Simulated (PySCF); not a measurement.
C₂H₇O, charge +1. Atoms are numbered in the order given.

```xyz
10

C     -0.3040    -1.2621     0.0000
C      0.6221    -0.0894     0.0000
O     -0.1738     1.2565     0.0000
H      0.3197    -2.1607     0.0000
H     -0.9270    -1.3001    -0.8944
H     -0.9270    -1.3001     0.8944
H      1.2304     0.0243     0.8925
H      1.2304     0.0243    -0.8925
H     -0.7223     1.3851    -0.7968
H     -0.7223     1.3851     0.7968
```
Charge +1, spin multiplicity 1.

Coordinates come from a B3LYP-D3(BJ)/def2-TZVP optimisation. The isomer is the one that the SMILES or the coordinates give; other isomers of the formula were not compared.

The numbers are results of B3LYP-D3(BJ)/def2-TZVP (PySCF), not measurements.

No scaling factor is applied to the harmonic values.

Computed vibrational spectrum:
```csv
mode,ν (cm⁻¹),IR (km/mol),moving atoms (share of kinetic energy)
1,176,58.6,H 95 %
2,264,0.0,H 90 %
3,368,11.8,"H 41 %, C 35 %, O 24 %"
4,643,201.0,"C 43 %, O 42 %, H 15 %"
5,711,181.8,"H 76 %, O 15 %, C 9 %"
6,799,5.1,H 94 %
7,915,0.3,H 95 %
8,951,30.3,"C 50 %, H 49 %"
9,1119,20.4,"C 58 %, H 41 %"
10,1224,3.8,"H 60 %, C 37 %"
11,1315,4.9,H 92 %
12,1382,13.6,"H 84 %, C 14 %"
13,1421,17.9,"H 84 %, C 16 %"
14,1477,16.0,H 97 %
15,1493,1.5,"H 90 %, C 10 %"
16,1501,12.1,"H 91 %, C 8 %"
17,1664,108.7,H 93 %
18,3040,6.4,H 97 %
19,3101,2.1,"H 91 %, C 9 %"
20,3123,2.0,"H 90 %, C 10 %"
21,3123,0.7,H 95 %
22,3191,0.5,"H 89 %, C 11 %"
23,3630,159.3,H 97 %
24,3711,255.6,H 92 %
```
